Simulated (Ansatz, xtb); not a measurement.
**Relative energy of two conformers of Cl2FHNOSi**

Structure a is `[NH]O[Si](F)(Cl)Cl`, a doublet and structure b is `[NH]O[Si](F)(Cl)Cl`, a doublet. Both are isolated molecules in the gas phase, relaxed with PBE0-D3(BJ)/def2-SVP.

a (Å):

| atom | x (Å) | y (Å) | z (Å) |
| --- | --- | --- | --- |
| Cl | 0.4664 | -1.5690 | 0.8963 |
| Cl | -1.6591 | -0.7039 | -1.5276 |
| F | -2.4406 | -2.1561 | 0.9377 |
| N | -1.1458 | 1.4328 | 1.0835 |
| O | -1.8890 | 0.3267 | 1.3401 |
| Si | -1.4275 | -1.0182 | 0.4554 |
| H | -1.5793 | 2.1272 | 1.7115 |

b (Å):

```yaml
atoms:
  - { symbol: Cl, position_ang: [-2.2251, 0.0326, 2.5637] }
  - { symbol: Cl, position_ang: [0.2135, -2.2658, 2.5972] }
  - { symbol: F, position_ang: [-1.0917, -1.2292, 0.1444] }
  - { symbol: N, position_ang: [0.1884, 1.5438, 0.7966] }
  - { symbol: O, position_ang: [0.5914, 0.4082, 1.4258] }
  - { symbol: Si, position_ang: [-0.6265, -0.7289, 1.5907] }
  - { symbol: H, position_ang: [1.0637, 2.0896, 0.7715] }
```

Problem. Estimate which is lower in electronic energy at CCSD(T)/def2-SVP + ΔMP2/def2-TZVPP, and by roughly how much.

Solution. Too close to call at this level: CCSD(T)/def2-SVP + ΔMP2/def2-TZVPP gives E(b) − E(a) = +0.008 eV.

Level by level:

| level | geometry | E(b) − E(a) (eV) | departure from the last row (eV) | job, with rough time for the two |
| --- | --- | --- | --- | --- |
| PBE0-D3(BJ)/def2-SVP | PBE0-D3(BJ)/def2-SVP | +0.006 | −0.002 | optimisation, 79 s |
| HF/def2-SVP | PBE0-D3(BJ)/def2-SVP | 0.000 | −0.007 | part of the CCSD(T) run |
| MP2/def2-SVP | PBE0-D3(BJ)/def2-SVP | +0.003 | −0.005 | part of the CCSD(T) run |
| CCSD(T)/def2-SVP | PBE0-D3(BJ)/def2-SVP | +0.002 | −0.006 | single point |
| CCSD(T)/def2-SVP + ΔMP2/def2-TZVPP | PBE0-D3(BJ)/def2-SVP | +0.008 |  | single point, 48 s |

The largest departure from CCSD(T)/def2-SVP + ΔMP2/def2-TZVPP is that of HF/def2-SVP, 0.007 eV. Levels run at GFN2-xTB geometries aren't shown. The last row adds to CCSD(T) the change of the MP2 difference between the two basis sets, here +0.006 eV.

With harmonic frequencies from PBE0-D3(BJ)/def2-SVP (ideal gas, rigid rotor, one conformer each, 298.15 K, 1 atm): on the last row, ΔE + ΔZPE = +0.006, ΔH = +0.007, ΔG = +0.006 eV.

Open shells are spin-unrestricted. The correlated steps freeze 18 core orbitals. Mirror images aren't counted in ΔG. Codes used: Ansatz 0.2.0; the last row on 2 threads of Intel(R) Xeon(R) 6975P-C (Granite Rapids) on a shared host.
